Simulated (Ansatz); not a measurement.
The lowest singlet and triplet of H2Si2 (SMILES [Si]=[SiH2]); geometries from B3LYP-D3(BJ)/def2-TZVP, each state relaxed from the structure named, with no frequency check.
Singlet at the triplet's geometry (charge 0, multiplicity 1):
```xyz
4

Si     1.2764    -0.0608     0.0115
Si    -1.0047     0.0478    -0.0091
H     -1.9586    -1.0982    -0.0180
H     -1.8455     1.2792    -0.0163
```

A positive gap puts the triplet lower; no zero-point energy. R- takes a restricted singlet. The triplet is unrestricted in single-reference levels. Active spaces average the two states.

Cores are frozen in the correlated methods.

The values were computed with Ansatz (an electronic-structure program) with Gaussian orbitals. 

Task: Estimate the gap E(singlet) − E(triplet), vertical, at the triplet's geometry that FIC-MRCISD+Q on SA-CASSCF(4,4)/cc-pV(Q+d)Z returns for this input.

Result: -41 kJ/mol

Task: Predict the gap E(singlet) − E(triplet), vertical, at the triplet's geometry from R-CCSD/cc-pV(Q+d)Z.

Result: -25 kJ/mol

Task: What gap E(singlet) − E(triplet), vertical, at the triplet's geometry does R-SVWN5/def2-TZVPP give?

Result: -35 kJ/mol

Doubts at one or more of the structures used: a restricted determinant that unrestricted orbitals would lower (R-CCSD/cc-pV(Q+d)Z).
